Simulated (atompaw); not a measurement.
**Scattering properties, PAW (atompaw) potential for Pt (Z = 78)**

platinum, PAW, made with atompaw 4.2.0.5 (PBE, scalar-relativistic). Core [Kr] 4d10 4f14, reference 5s2 5p6 5d9.5 6s0.5 6p0. Waves: 5s (bound): rc 1.55 bohr; 6s (bound): rc 2.20 bohr; 5p (bound): rc 2.05 bohr; 6p (bound, empty): rc 2.20 bohr; 5d (bound): rc 1.95 bohr; 5d channel at 1.35 Ry: rc 2.20 bohr. Local part: troulliermartins scheme with l = 3 at 1 Ry, radius 2.15 bohr. Core correction: smooth core density matched at 2.10 bohr. Augmentation charge: besselshape compensation charge, radius 1.75 bohr; PAW radius 2.20 bohr; waves and projectors: custom polynom gramschmidtortho.

The phase is arctan(r·u′/u) with u = r·R(r), unwrapped; energies in Ry, scanned from -9 to 5 Ry. A pole is an energy at which the radial function vanishes at the test radius. The pseudo phase is shifted by a multiple of π to meet the all-electron one at the reference energy, and phase errors are pseudo minus all-electron; the curves can meet again beyond the range given. Levels narrower than the energy grid can be missing from the lists of poles.

```json
{"channel": "s", "radius (bohr)": "2.21", "reference energy (Ry)": "-0.39", "poles, all-electron": "-7.34, 3.80", "poles, pseudo": "-7.34, 3.04", "unbroken range about the reference energy with phases within 0.05 rad": "below 3.0", "phase error 1 Ry above the reference energy (rad)": "-0.013"}
{"channel": "p", "radius (bohr)": "2.21", "reference energy (Ry)": "-0.05", "poles, all-electron": "-3.87", "poles, pseudo": "-3.87", "unbroken range about the reference energy with phases within 0.05 rad": "the whole range", "phase error 1 Ry above the reference energy (rad)": "-0.005"}
{"channel": "d", "radius (bohr)": "2.21", "reference energy (Ry)": "-0.39", "poles, all-electron": "0.48", "poles, pseudo": "0.47, 2.32", "unbroken range about the reference energy with phases within 0.05 rad": "below 2.1", "phase error 1 Ry above the reference energy (rad)": "-0.001"}
```

Phases in the s channel:

```
E (Ry)  all-electron  pseudo
 -9.00         1.400   1.399
 -8.76         1.395   1.395
 -8.52         1.390   1.389
 -8.28         1.383   1.383
 -8.04         1.373   1.373
 -7.80         1.354   1.353
 -7.56         1.273   1.272
 -7.32        -1.617  -1.618
 -7.08        -1.713  -1.714
 -6.84        -1.735  -1.736
 -6.60        -1.746  -1.747
 -6.36        -1.755  -1.756
 -6.12        -1.762  -1.763
 -5.88        -1.769  -1.770
 -5.64        -1.776  -1.777
 -5.40        -1.783  -1.784
 -5.16        -1.790  -1.791
 -4.92        -1.798  -1.799
 -4.68        -1.806  -1.807
 -4.44        -1.815  -1.816
 -4.20        -1.824  -1.826
 -3.96        -1.835  -1.837
 -3.72        -1.847  -1.849
 -3.48        -1.860  -1.862
 -3.24        -1.875  -1.877
 -3.00        -1.892  -1.894
 -2.76        -1.912  -1.914
 -2.52        -1.935  -1.937
 -2.28        -1.962  -1.965
 -2.04        -1.996  -1.999
 -1.80        -2.038  -2.040
 -1.56        -2.090  -2.093
 -1.32        -2.159  -2.162
 -1.08        -2.252  -2.254
 -0.84        -2.382  -2.384
 -0.60        -2.569  -2.569
 -0.36        -2.836  -2.836
 -0.12        -3.183  -3.185
  0.12        -3.551  -3.556
  0.36        -3.856  -3.865
  0.60        -4.075  -4.088
  0.84        -4.227  -4.243
  1.08        -4.335  -4.352
  1.32        -4.413  -4.433
  1.56        -4.473  -4.496
  1.80        -4.520  -4.545
  2.04        -4.558  -4.586
  2.28        -4.590  -4.621
  2.52        -4.616  -4.652
  2.76        -4.639  -4.681
  3.00        -4.659  -4.708
  3.24        -4.677  -4.734
  3.48        -4.693  -4.761
  3.72        -4.708  -4.791
  3.96        -4.722  -4.824
  4.20        -4.735  -4.865
  4.44        -4.747  -4.919
  4.68        -4.759  -4.997
  4.92        -4.771  -5.129
```
